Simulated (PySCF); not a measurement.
Unknown compound

An unknown has the formula C₄H₄F₃N₃. Its calculated NMR data are:

¹H NMR (400 MHz, computed): δ 7.91 (m, 1H), 4.36 (s, 3H).

¹³C{¹H} NMR (computed): δ 145.5, 138.4, 130.8, 42.1.

- GFN2-xTB structure
- σ from GIAO-PBE0/pcSseg-1
- run in PySCF
- single conformer, in vacuum, averaged over atoms made equivalent by symmetry, fast rotation or ring inversion, relativity neglected

References, each an isolated molecule treated in the same way: ¹H and ¹³C vs TMS.

Choose the structure that fits.
A. FC(F)(F)Cn1nccn1
B. Cn1cc(C(F)(F)F)nn1
C. Cn1ncc(C(F)(F)F)n1
D. Cn1nncc1C(F)(F)F
E. FC(F)(F)Cn1cnnc1

## Answers

C. 

The formula gives 3 degrees of unsaturation (1 ring in the answer). 4 carbon signals for 4 carbons: no two carbons are equivalent. Carbon types of the structure: 2 × C, 1 × CH, 1 × CH3, which accounts for all hydrogens. δC 145.5: substituted aromatic carbon next to a ring nitrogen. δC 138.4: aromatic CH next to a ring nitrogen. δC 130.8: CF3 carbon; 3 electronegative neighbours deshield it. δC 42.1: methyl carbon bonded to N; the inductive effect lowers its shielding. δH 4.36: hydrogen on a methyl carbon bonded to N; its carbon carries N, which withdraws density.

The others: FC(F)(F)Cn1cnnc1 would give 3 carbon signals, not 4; Cn1nncc1C(F)(F)F has carbons computed at 139.7, 135.4, 131.1, 35.7; Cn1cc(C(F)(F)F)nn1 has carbons computed at 147.2, 131.4, 131.1, 36.4; FC(F)(F)Cn1nccn1 would give 3 carbon signals, not 4.

Splittings by ¹⁹F in the carbon and heteronuclear signals aren't shown, as no couplings were computed. Shifts are as computed. Against solution values, carbons near 30 ppm lie about +3 ppm off and those near 130 ppm about +5 ppm. Of 1211 compounds with measured shifts, 218 miss one by over three times the rms of a fit or turn the order of signals round; such compounds aren't used in these exercises. No couplings were computed; multiplicities are counted from neighbouring protons, with m where these are inequivalent, close in shift, in a saturated or five-membered ring or joined by F or P, and br s for small geminal =CH2 splittings.
